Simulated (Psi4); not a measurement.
H3S, charge +1, singlet, at a GFN2-xTB geometry; SVWN/def2-TZVP (Psi4).

Input for Psi4:
```
memory 2 GB

molecule {
1 1
  S     0.10558214   -0.00190789    0.04613646
  H    -0.31822157    0.99705449   -0.76565970
  H    -0.35082551   -0.98045104   -0.77282250
  H    -1.02026722    0.01392277    0.80029891
}

set basis def2-tzvp
set scf_type dfdirj+link

energy('svwn')
print_variables()
```

It wrote (shortened):

```
   => Loading Basis Set <=

    Name: DEF2-TZVP
    Role: ORBITAL
    Keyword: BASIS

         ---------------------------------------------------------
                                   SCF
               by Justin Turney, Rob Parrish, Andy Simmonett
                          and Daniel G. A. Smith
                              RKS Reference
         ---------------------------------------------------------

  ==> Geometry <==

    Molecular point group: c1
    Full point group: C1

    Geometry (in Angstrom), charge = 1, multiplicity = 1:

       Center              X                  Y                   Z               Mass
    ------------   -----------------  -----------------  -----------------  -----------------
         S            0.057771871716    -0.001043948458     0.025244699113    31.972071174400
         H           -0.366031838284     0.997918431542    -0.786551460887     1.007825032230
         H           -0.398635778284    -0.979587098458    -0.793714260887     1.007825032230
         H           -1.068077488284     0.014786711542     0.779407149113     1.007825032230

  Running in c1 symmetry.

  Rotational constants: A =      4.89693  B =      4.89693  C =      4.27614 [cm^-1]
  Rotational constants: A = 146806.17803  B = 146806.17788  C = 128195.53771 [MHz]
  Nuclear repulsion =   19.545770213153933

  Charge       = 1
  Multiplicity = 1
  Electrons    = 18
  Nalpha       = 9
  Nbeta        = 9

  ==> Algorithm <==

  SCF Algorithm Type is DFDIRJ+LINK.
  DIIS enabled.
  MOM disabled.
  Fractional occupation disabled.
  Guess Type is SAD.
  Energy threshold   = 1.00e-06
  Density threshold  = 1.00e-06
  Integral threshold = 1.00e-12

  ==> Primary Basis <==

  Basis Set: DEF2-TZVP
    Blend: DEF2-TZVP
    Number of shells: 25
    Number of basis functions: 55
    Number of Cartesian functions: 60
    Spherical Harmonics?: true
    Max angular momentum: 3

  ==> DFT Potential <==

   => LibXC <=

    Version 7.1.2
    S. Lehtola, C. Steigemann, M. J. T. Oliveira, and M. A. L. Marques,  SoftwareX 7, 1–5 (2018) (10.1016/j.softx.2017.11.002)

   => Composite Functional: SVWN <=

    Slater exchange
    Vosko, Wilk & Nusair (VWN5_RPA)
    P. A. M. Dirac,  Math. Proc. Cambridge Philos. Soc. 26, 376 (1930) (10.1017/S0305004100016108)
    F. Bloch,  Z. Phys. 57, 545 (1929) (10.1007/BF01340281)
    S. H. Vosko, L. Wilk, and M. Nusair,  Can. J. Phys. 58, 1200 (1980) (10.1139/p80-159)

    Deriv               =              1
    GGA                 =          FALSE
    Meta                =          FALSE

    Exchange Hybrid     =          FALSE
    MP2 Hybrid          =          FALSE

   => Exchange Functionals <=

    1.0000         XC_LDA_X

   => Correlation Functionals <=

    1.0000   XC_LDA_C_VWN_RPA

   => LibXC Density Thresholds  <==

    XC_LDA_C_VWN_RPA:  1.00E-15
    XC_LDA_X:  1.00E-15

   => Molecular Quadrature <=

    Radial Scheme          =       TREUTLER
    Pruning Scheme         =           NONE
    Nuclear Scheme         =       TREUTLER

    Blocking Scheme        =         OCTREE
    BS radius alpha        =              1
    Pruning alpha          =              1
    Radial Points          =             75
    Spherical Points       =            302
    Total Points           =          87187
    Total Blocks           =            686
    Max Points             =            256
    Max Functions          =             55
    Weights Tolerance      =       1.00E-15

   => Loading Basis Set <=

    Name: (DEF2-TZVP AUX)
    Role: JKFIT
    Keyword: DF_BASIS_SCF

  ==> Integral Setup <==

  INFO: A K algorithm (LinK) was specified in SCF_TYPE, but the current method does not use a K matrix!
  Thus, the specified K algorithm will be unused.

  ==> CompositeJK: Mix-and-Match J+K Algorithm Combos <==

    J tasked:                  Yes
    J algorithm:           DF-DirJ
    K tasked:                   No
    wK tasked:                  No
    Integrals threads:           1
    Incremental Fock:           No
    Screening Type:           CSAM

  ==> DF-DirJ: Integral-Direct Density-Fitted J <==

    J Screening Cutoff:      1E-12

  Minimum eigenvalue in the overlap matrix is 1.4582273369E-02.
  Reciprocal condition number of the overlap matrix is 2.9603511014E-03.
    Using symmetric orthogonalization.

  ==> Pre-Iterations <==

  SCF Guess: Superposition of Atomic Densities via on-the-fly atomic UHF (no occupation information).

   -------------------------
    Irrep   Nso     Nmo
   -------------------------
     A         55      55
   -------------------------
    Total      55      55
   -------------------------

  ==> Iterations <==

                        Total Energy        Delta E     RMS |[F,P]|

   @RKS iter SAD:  -398.92363294661737   -3.98924e+02   0.00000e+00
   @RKS iter   1:  -398.61592047776486    3.07712e-01   6.44826e-03 ADIIS/DIIS
   @RKS iter   2:  -398.61632000345804   -3.99526e-04   5.17349e-03 ADIIS/DIIS
   @RKS iter   3:  -398.63958564921950   -2.32656e-02   8.34521e-04 ADIIS/DIIS
   @RKS iter   4:  -398.64083270201411   -1.24705e-03   1.35869e-04 ADIIS/DIIS
   @RKS iter   5:  -398.64086618613004   -3.34841e-05   2.42672e-05 DIIS
   @RKS iter   6:  -398.64086711551886   -9.29389e-07   6.26784e-07 DIIS
  Energy and wave function converged.

  ==> Post-Iterations <==

   Electrons on quadrature grid:
      Ntotal   =   18.0000003006 ; deviation = 3.006e-07

    Orbital Energies [Eh]
    ---------------------

    Doubly Occupied:

       1A    -88.081283     2A     -8.009086     3A     -6.061935
       4A     -6.061935     5A     -6.056669     6A     -1.045975
       7A     -0.729800     8A     -0.729799     9A     -0.637702

    Virtual:

      10A     -0.320606    11A     -0.320606    12A     -0.271152
      13A     -0.089427    14A     -0.089427    15A     -0.076553
      16A     -0.072045    17A     -0.072044    18A     -0.013466
      19A      0.085804    20A      0.102927    21A      0.102927
      22A      0.294080    23A      0.294082    24A      0.354085
      25A      0.866577    26A      0.904715    27A      0.904716
      28A      0.950579    29A      0.950580    30A      0.992412
      31A      1.021458    32A      1.021458    33A      1.173264
      34A      1.228916    35A      1.228918    36A      1.231171
      37A      1.379516    38A      1.456552    39A      1.456554
      40A      1.589825    41A      1.589827    42A      1.674487
      43A      1.725859    44A      1.910673    45A      1.910680
      46A      2.215231    47A      2.260237    48A      2.260247
      49A      2.381752    50A      2.606438    51A      2.606441
      52A      8.290866    53A      8.346672    54A      8.346672
      55A     18.450059

    Final Occupation by Irrep:
              A
    DOCC [     9 ]
    NA   [     9 ]
    NB   [     9 ]

  @RKS Final Energy:  -398.64086711551886

   => Energetics <=

    Nuclear Repulsion Energy =             19.5457702131539328
    One-Electron Energy =                -584.1801418913057660
    Two-Electron Energy =                 191.4234384723898188
    DFT Exchange-Correlation Energy =     -25.4299339097568300
    Empirical Dispersion Energy =           0.0000000000000000
    VV10 Nonlocal Energy =                  0.0000000000000000
    Total Energy =                       -398.6408671155188586

Computation Completed

Properties will be evaluated at   0.000000,   0.000000,   0.000000 [a0]

Properties computed using the SCF density matrix

 Multipole Moments:

 ------------------------------------------------------------------------------------
     Multipole            Electronic (a.u.)      Nuclear  (a.u.)        Total (a.u.)
 ------------------------------------------------------------------------------------

 L = 1.  Multiply by 2.5417464519 to convert [e a0] to [Debye]
 Dipole X            :          1.0246732           -1.7166181           -0.6919448
 Dipole Y            :         -0.0185182            0.0310196            0.0125015
 Dipole Z            :          0.4477524           -0.7501143           -0.3023619
 Magnitude           :                                                    0.7552262

 ------------------------------------------------------------------------------------

  Variable Map:
  ----------------------------------------------------------------------------
  "CURRENT ENERGY"              =>    -398.640867115519
  "CURRENT REFERENCE ENERGY"    =>    -398.640867115519
  "DD SOLVATION ENERGY"         =>       0.000000000000
  "DFT FUNCTIONAL TOTAL ENERGY" =>    -398.640867115519
  "DFT TOTAL ENERGY"            =>    -398.640867115519
  "DFT VV10 ENERGY"             =>       0.000000000000
  "DFT XC ENERGY"               =>     -25.429933909757
  "GRID ELECTRONS ALPHA"        =>       9.000000150295
  "GRID ELECTRONS BETA"         =>       9.000000150295
  "GRID ELECTRONS TOTAL"        =>      18.000000300590
  "NUCLEAR REPULSION ENERGY"    =>      19.545770213154
  "ONE-ELECTRON ENERGY"         =>    -584.180141891306
  "PCM POLARIZATION ENERGY"     =>       0.000000000000
  "PE ENERGY"                   =>       0.000000000000
  "SCF ITERATION ENERGY"        =>    -398.640867115519
  "SCF ITERATIONS"              =>       6.000000000000
  "SCF TOTAL ENERGY"            =>    -398.640867115519
  "TWO-ELECTRON ENERGY"         =>     191.423438472390
  "XC GRID RADIAL POINTS"       =>      75.000000000000
  "XC GRID SPHERICAL POINTS"    =>     302.000000000000
  "XC GRID TOTAL POINTS"        =>   87187.000000000000

  Array Variable Map:
  ----------------------------------------------------------------------------
  "CURRENT DIPOLE"              =>      -0.691944836349 ... -0.302361921259 1 by 3
  "SCF DIPOLE"                  =>      -0.691944836349 ... -0.302361921259 1 by 3
  "SCF TOTAL ENERGIES"          =>    -398.923632946617 ... -398.640867115519 1 by 7
```
